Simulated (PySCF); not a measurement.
PySCF input for TiI₃H, SMILES [I][TiH]([I])[I], multiplicity 1, B3LYP-D3(BJ)/def2-SVP. The structure is a stationary point at B3LYP-D3(BJ)/def2-SVP. The multiplicity is an assumed one; no other spin state was optimised. The structure was generated by enumeration; whether it is a known compound was not checked. The def2 effective core potentials stand for the cores of I; spin–orbit coupling is left out.

```python
import numpy as np
from pyscf import gto, scf, dft, df
from pyscf.hessian import thermo

mol = gto.M(
    atom='''
    Ti    0.00000000    0.00000000    0.42651061
    I    -2.15525360   -1.24433625   -0.07211653
    I     0.00000000    2.48867250   -0.07211653
    I     2.15525360   -1.24433625   -0.07211653
    H     0.00000001    0.00000000    2.08329501
    ''',
    basis='def2-SVP',
    ecp={'I': 'def2-svp'},
    charge=0,
    spin=0,
    max_memory=1600,
    verbose=3,
)
mf = dft.RKS(mol, xc='b3lyp').density_fit(auxbasis='def2-universal-jkfit')
mf.disp = 'd3bj'
mf.grids.level = 3
mf.conv_tol = 1e-11
mf.max_cycle = 100
mf.kernel()

# [left out here: the lines that compute and print the analytic Hessian (its translational invariance restored by hand, since the grid's response is missing), thermochemistry and intensities]
```

Log of the run:

```
converged SCF energy = -1743.5264617869

WARN: DFTD3 does not support analytical Hessian, using finite difference


WARN: Mole.unit (angstrom) is changed to Bohr

Mode                                 0                   1                   2
Irrep
Freq [cm^-1]                       49.0141             49.0246             66.7536
Reduced mass [au]                 103.4406            103.4503             35.1661
Force const [Dyne/A]                0.1464              0.1465              0.0923
Char temp [K]                      70.5204             70.5354             96.0436
Normal mode                   x     y     z       x     y     z       x     y     z
       0  Ti                 0.04 -0.00  0.00   -0.00 -0.04  0.00   -0.00  0.00  0.11
       1   I                 0.02  0.04 -0.00   -0.04  0.03  0.00    0.03  0.01 -0.01
       2   I                -0.05 -0.00 -0.00    0.00 -0.04 -0.00    0.00 -0.03 -0.01
       3   I                 0.02 -0.04  0.00    0.04  0.03  0.00   -0.03  0.01 -0.01
       4   H                 0.03 -0.00  0.00   -0.00 -0.03  0.00   -0.00  0.00  0.11
Mode                                 3                   4                   5
Irrep
Freq [cm^-1]                      186.7441            323.2131            323.2440
Reduced mass [au]                  56.7644              5.9162              5.9273
Force const [Dyne/A]                1.1663              0.3641              0.3649
Char temp [K]                     268.6832            465.0317            465.0761
Normal mode                   x     y     z       x     y     z       x     y     z
       0  Ti                -0.00 -0.00 -0.08    0.12 -0.00 -0.00    0.00  0.12 -0.00
       1   I                 0.04  0.02  0.01   -0.02 -0.01 -0.01   -0.01 -0.01 -0.00
       2   I                 0.00 -0.04  0.01   -0.00  0.00 -0.00   -0.00 -0.03  0.01
       3   I                -0.04  0.02  0.01   -0.02  0.01  0.01    0.01 -0.01 -0.00
       4   H                -0.00 -0.00 -0.08    0.39 -0.00 -0.00    0.00  0.39  0.00
Mode                                 6                   7                   8
Irrep
Freq [cm^-1]                      482.9416            483.1316           1799.5127
Reduced mass [au]                   1.1981              1.1977              1.0298
Force const [Dyne/A]                0.1646              0.1647              1.9649
Char temp [K]                     694.8455            695.1187           2589.0981
Normal mode                   x     y     z       x     y     z       x     y     z
       0  Ti                -0.06  0.00  0.00   -0.00 -0.06 -0.00    0.00  0.00  0.02
       1   I                 0.01  0.00 -0.00    0.00  0.00 -0.00    0.00  0.00 -0.00
       2   I                 0.00 -0.00 -0.00    0.00  0.01  0.00   -0.00 -0.00 -0.00
       3   I                 0.01 -0.00  0.00   -0.00  0.00 -0.00   -0.00  0.00 -0.00
       4   H                 0.91 -0.00 -0.00    0.00  0.91  0.00   -0.00  0.00 -0.99
temperature 298.1500 [K]
pressure 101325.00 [Pa]
Rotational constants [GHz] 0.42327 0.42327 0.21433
Symmetry number 3
Zero-point energy (ZPE) 0.00857 [Eh]   22511.204 [J/mol]
                           tot       elec      trans        rot        vib
Entropy [J/mol/K]       399.516      0.000    184.360    130.579     84.577
Cv [J/mol/K]             82.024      0.000     12.472     12.472     57.081
Cp [J/mol/K]             90.339      0.000     20.786     12.472     57.081
Internal energy [J/mol]                      3718.434   3718.434  33840.231
Internal energy [Eh]   -1743.51074  -1743.52646
Enthalpy [J/mol]                             6197.391   3718.434  33840.231
Enthalpy [Eh]          -1743.50980
Gibbs free energy [J/mol]                  -48769.402 -35213.749   8623.550
Gibbs free energy [Eh] -1743.55516
static polarisability / bohr^3: [[ 1.47315e+02  0.00000e+00 -0.00000e+00]
 [-0.00000e+00  1.47315e+02  4.00000e-03]
 [ 0.00000e+00 -0.00000e+00  7.69170e+01]]
largest difference of analytic and finite-field dipole derivatives / e: 0.0029335213183903086
mode   freq/cm-1   IR/(km/mol)   Raman/(A^4/amu)   depolarisation
   1       49.01         0.060             4.523            0.750
   2       49.02         0.060             4.531            0.750
   3       66.75         0.371             3.026            0.640
   4      186.74         1.464            14.471            0.018
   5      323.21        60.952             5.148            0.750
   6      323.24        60.959             5.136            0.750
   7      482.94        27.337            30.595            0.750
   8      483.13        27.349            30.628            0.750
   9     1799.51        96.498           192.464            0.107
max |gradient| / (hartree/bohr): 0.00010522977853494439
APT charges: [ 1.4152 -0.4253 -0.4253 -0.4253 -0.1395]
```

Self-consistency was reached.

Cost: about 6 core-minutes (a rough figure).
